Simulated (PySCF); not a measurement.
Species: sum formula AlN2H4F (charge 0, singlet). SMILES: [NH2][Al]([NH2])[F]
Geometry from a B3LYP-D3(BJ)/def2-TZVP (Ansatz) optimisation:
```
Al
F 1 1.6569
N 1 1.7617 2 118.11
H 3 1.0068 1 125.59 2 180.00
H 3 1.0072 4 110.45 1 180.00
N 1 1.7617 2 118.11 3 -180.00
H 6 1.0068 1 125.59 2 180.00
H 6 1.0072 7 110.45 1 180.00
```
Charge 0, spin multiplicity 1.

Dispersion corrections to the total energy (kcal/mol) from the dftd3 and dftd4 libraries through PySCF: D3(BJ) without and D4 with the three-body term, each with the damping fitted for the functional named.

```csv
functional,D3(BJ),D4
BHLYP,-3.84,-3.46
B2GP-PLYP,-2.05,(withheld)
PBE0,-2.30,-2.34
TPSS,-3.34,(withheld)
PW6B95,-1.42,-2.52
HF,-23.14,-9.77
HSE06,-1.78,(withheld)
```

Task: What belongs in the gaps?

Result: 
- B2GP-PLYP, D4: -1.17
- TPSS, D4: -3.74
- HSE06, D4: -2.18
